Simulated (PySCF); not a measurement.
**Electric field gradients and quadrupole coupling constants**

C7H3FO2.
SMILES with atom numbers: `[CH:1]#[C:2][c:3]1[cH:4][o:5][cH:6][c:7]([F:8])[c:9]1=[O:10]` (hydrogens: H11 on C1; H12 on C4; H13 on C6)

Field gradients from the PBE0/pcSseg-1 density (PySCF, non-relativistic), principal values in atomic units, ordered |Vxx| ≤ |Vyy| ≤ |Vzz|:

```csv
atom,Vxx,Vyy,Vzz
O5,-0.6814,-0.9064,1.5879
O10,0.7145,1.1484,-1.8629
```

Find the asymmetry η = (Vxx − Vyy)/Vzz and the couplings χ = eQV/h (234.96 MHz × Q in barn × V in au), with Q(17O) = −0.0256 b.

```tsv
atom	environment	nucleus	η	χzz (MHz)	χxx (MHz)	χyy (MHz)
O5	ring oxygen	17O	0.14	-9.55	4.10	5.45
O10	carbonyl oxygen	17O	0.23	11.21	-4.30	-6.91
```

What is Vzz at O10 in SI units (1 au = 9.71736 × 10²¹ V/m²)?

-1.8629 au = -18.102 × 10²¹ V/m².

What couplings would deuterons (Q(2H) = 0.00286 b) have in place of the hydrogens, at this geometry?

| atom | bonded to | bond length (Å) | Vzz (au) | η | χzz (kHz) |
| --- | --- | --- | --- | --- | --- |
| H11 | C1 | 1.049 | 0.3948 | 0.00 | 265 |
| H12 | C4 | 1.081 | 0.3131 | 0.10 | 210 |
| H13 | C6 | 1.080 | 0.3169 | 0.11 | 213 |

Geometry: GFN2-xTB; no solvent, vibrations or thermal averaging. GFN2-xTB bond lengths can be off by several hundredths of an ångström, more for odd bonds, and the gradients follow them. With so small a basis the couplings can be 20 % off.
